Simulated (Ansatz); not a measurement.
The same path of CH$_{6}$BFSi (10 atoms, charge 0, multiplicity 1) was run twice with different band settings. The coordinate that changes most is the dihedral B2–C3–Si4–H8.

Method: RKS PBE0-D4/6-31G* in Ansatz 0.2.0.

Relaxed end points:

```xyz
10
Properties=species:S:1:pos:R:3
F -2.422 -0.030 0.348
B -1.240 0.267 0.882
C -0.092 0.792 -0.017
Si 0.969 -0.664 -0.604
H -1.118 0.059 2.060
H 0.581 1.458 0.536
H -0.463 1.305 -0.912
H 0.152 -1.613 -1.410
H 2.097 -0.173 -1.444
H 1.534 -1.401 0.561
```

```xyz
10
Properties=species:S:1:pos:R:3
F -2.125 0.872 -0.855
B -1.483 0.393 0.207
C 0.028 0.687 0.398
Si 1.055 -0.712 -0.364
H -2.125 -0.296 0.955
H 0.299 0.722 1.459
H 0.336 1.619 -0.091
H 0.718 -2.013 0.278
H 0.790 -0.823 -1.825
H 2.507 -0.449 -0.162
```

Common settings: climbing image yes; spring 5.0 eV/Å²; optimiser quadratic models (default); start path IDPP; force threshold 0.05 eV/Å; end points relaxed.

| run | movable images | iteration limit |
| --- | --- | --- |
| 1 | 7 | 31 |
| 2 | 1 | 60 |

Question: What does each run give, and how far can it be trusted?

Answer: Run 1: converged after 5 iterations, highest image 0.043 eV above the first end. A vibrational analysis at the climbing image gives one clearly imaginary mode, 121i cm⁻¹: a first-order saddle point.
Run 2: converged after 5 iterations, highest image 0.043 eV above the first end. Another band between the same ends (7 images) ends at a top of the same energy, where a vibrational analysis finds 1 clearly imaginary mode. So few images can step over the top or miss a turn of the path.
